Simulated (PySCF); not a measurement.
A PySCF run on AlI

State: ¹Σ⁺ (singlet), closed shell.

An equivalent input (the run itself took its basis sets from the Basis Set Exchange, started from a PBE0 density and held the occupation σ 9α 9β, πx 4α 4β, πy 4α 4β, δx 1α 1β, δy 1α 1β):

```python
from pyscf import gto, dft
mol = gto.M(atom='Al 0 0 0; I 0 0 2.558', basis={'Al': 'def2-TZVPP', 'I': 'def2-TZVPP'}, ecp={'I': 'def2-TZVPP'},
            charge=0, spin=0, verbose=4, symmetry='C2v')
mf = dft.UKS(mol, xc='WB97X')
mf.grids.atom_grid = (80, 434)
mf.grids.prune = dft.gen_grid.treutler_prune
mf.irrep_nelec = {'A1': (10, 10), 'A2': (1, 1), 'B1': (4, 4), 'B2': (4, 4)}
mf.conv_tol = 1e-9
mf.max_cycle = 60
mf.diis_space = 10
mf.kernel()
```

The log (some set-up lines and the per-cycle HOMO/LUMO lines removed):

```
******** <class 'pyscf.dft.uks_symm.SymAdaptedUKS'> ********
method = SymAdaptedUKS
damping factor = 0
level_shift factor = 0
DIIS = <class 'pyscf.scf.diis.CDIIS'>
diis_start_cycle = 1
diis_space = 10
diis_damp = 0
SCF conv_tol = 1e-09
SCF conv_tol_grad = None
SCF max_cycles = 60
number electrons alpha = 19  beta = 19
    J.-D. Chai and M. Head-Gordon.,  J. Chem. Phys. 128, 084106 (2008)
Set gradient conv threshold to 3.16228e-05
init E= -540.220348955258
cycle= 1 E= -540.221802219585  delta_E= -0.00145  |g|= 0.00947  |ddm|= 0.136
cycle= 2 E= -540.221907333861  delta_E= -0.000105  |g|= 0.00374  |ddm|= 0.0345
cycle= 3 E= -540.221920757407  delta_E= -1.34e-05  |g|= 0.00218  |ddm|= 0.00949
cycle= 4 E= -540.221924639387  delta_E= -3.88e-06  |g|= 0.000457  |ddm|= 0.00556
cycle= 5 E= -540.221924979242  delta_E= -3.4e-07  |g|= 0.000207  |ddm|= 0.00123
cycle= 6 E= -540.221925054452  delta_E= -7.52e-08  |g|= 4.88e-05  |ddm|= 0.000671
cycle= 7 E= -540.221925058776  delta_E= -4.32e-09  |g|= 1.19e-05  |ddm|= 0.00017
cycle= 8 E= -540.221925059107  delta_E= -3.31e-10  |g|= 1.85e-06  |ddm|= 5.86e-05
Extra cycle  E= -540.221925059109  delta_E= -2.96e-12  |g|= 7.74e-07  |ddm|= 5.51e-06
converged SCF energy = -540.221925059109  <S^2> = -3.1974423e-14  2S+1 = 1
```

Repeating this along the bond gives Re = 2.546 Å and ωe = 314 cm⁻¹.

A point of this curve took 3.3 CPU seconds beside 0.65 for the integrals, on Arm Neoverse V1 (shared host).

Spin–orbit coupling is left out.
